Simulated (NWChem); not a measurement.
System: CH₄BeS; SMILES [BeH][S]C

```xyz
7

Be    -0.4078    -1.6389    -0.0034
H     -1.2295    -2.6990    -0.0032
S      0.7872    -0.1412    -0.0050
C     -0.4104     1.2710     0.0006
H     -1.1135     1.2195    -0.8515
H      0.1949     2.1912    -0.1003
H     -0.9710     1.3200     0.9527
```
Atoms are numbered in this order, from 1.

Geometry: optimised at PBE-D3(BJ)/def2-SVP.

 Unshifted, non-relativistic core excitations; the lowest 4 roots alone, so stronger bands may lie above.

Task: List the first S K-edge excitations from PBE/6-311G** (spherical d), restricted-window TDA (NWChem).

Result: 
```
state  energy (eV)  dipole oscillator strength           leading excitation (squared amplitude)
-----  -----------  --------------------------  -----------------------------------------------
S1          2393.4                      0.0002    1s of atom 3 or its equivalents → LUMO (1.00)
S2          2394.2                      0.0010  1s of atom 3 or its equivalents → LUMO+1 (1.00)
S3          2395.3                      0.0004  1s of atom 3 or its equivalents → LUMO+2 (0.99)
S4          2395.9                      0.0023  1s of atom 3 or its equivalents → LUMO+3 (0.99)
```
